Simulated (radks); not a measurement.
Ru3+, configuration [Kr] 4d5. Method: scalar-relativistic Kohn-Sham, LB94 model potential, spin-polarised, spherical densities, finite nucleus; open shells are filled with parallel spins first (spin-orbit coupling, left out, can overturn this in heavy ions); Fermi nuclear charge, rms radius 4.4809 fm; computed with a radial shooting solver on a logarithmic mesh with Libxc functionals.

Unscreened Slater integrals over Kohn-Sham orbitals (hartree). They are taken over the spin-up orbitals.

integral,value
"F0(4d,4d)",0.62851
"F2(4d,4d)",0.31727
"F4(4d,4d)",0.20811
"F0(4d,4p)",0.70205
"F2(4d,4p)",0.34660
"G1(4d,4p)",0.43493
"G3(4d,4p)",0.26559
"F0(4d,4s)",0.72524
"G2(4d,4s)",0.31620
"F0(4d,3d)",0.84756
"F2(4d,3d)",0.15802
"F4(4d,3d)",0.068432
"G0(4d,3d)",0.049768
"G2(4d,3d)",0.056739
"G4(4d,3d)",0.042914
"F0(4p,4p)",0.81017
"F2(4p,4p)",0.42447
"F0(4p,4s)",0.84707
"G1(4p,4s)",0.57349
"F0(4p,3d)",1.0516
"F2(4p,3d)",0.24547
"G1(4p,3d)",0.077763
"G3(4p,3d)",0.075526
"F0(4s,4s)",0.89024
"F0(4s,3d)",1.1371
"G2(4s,3d)",0.092531
"F0(3d,3d)",2.3807
"F2(3d,3d)",1.1778
"F4(3d,3d)",0.74943

Derived for the open shells (J is the average intra-shell exchange parameter used in DFT+U). 4d: Racah B = F2/49 - 5 F4/441 = 0.004115 hartree, C = 35 F4/441 = 0.01652 hartree, C/B = 4.01, F4/F2 = 0.656, J = (F2 + F4)/14 = 0.03753 hartree.
